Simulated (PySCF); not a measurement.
1,3-oxasiletane-2,4-dione (C2H2O3Si), SMILES O=C1OC(=O)[SiH2]1.

Coordinates come from a B3LYP-D3(BJ)/def2-SVP optimisation.

Two levels are set side by side: TDA-PBE/def2-SVPD (PySCF) and TDA-ωB97X/def2-SVPD (PySCF). Vertical, same geometry. The lowest singlet is HOMO→LUMO 99 % with PBE and HOMO→LUMO 79 %, HOMO−1→LUMO+2 17 % with the other functional; states are paired by order. Differences are taken from unrounded values.

```json
[
 {"quantity": "lowest singlet excitation (eV)", "TDA-PBE": "3.87"},
 {"quantity": "lowest triplet excitation (TDA) (eV)", "TDA-PBE": "3.51"},
 {"quantity": "first bright state (f over 0.05) (eV)", "TDA-PBE": "5.03"},
 {"quantity": "its oscillator strength", "TDA-PBE": "0.06"}
]
```

Q: These are the TDA-PBE values. What does TDA-ωB97X give? (The exact figures need the calculation; the answer reports its results.)

A: 
```csv
quantity,TDA-ωB97X,TDA-PBE minus TDA-ωB97X
lowest singlet excitation (eV),4.67,-0.80
lowest triplet excitation (TDA) (eV),4.09,-0.58
first bright state (f over 0.05) (eV),6.66,-1.63
its oscillator strength,0.09,-0.03
```

Functionals without exact exchange tend to place singlet excitations lower, as here. Differences between two approximate levels are no errors against the true value.

Rough cost on one machine, each run with all the roots and properties that it gave: TDA-ωB97X against TDA-PBE about 5 times.
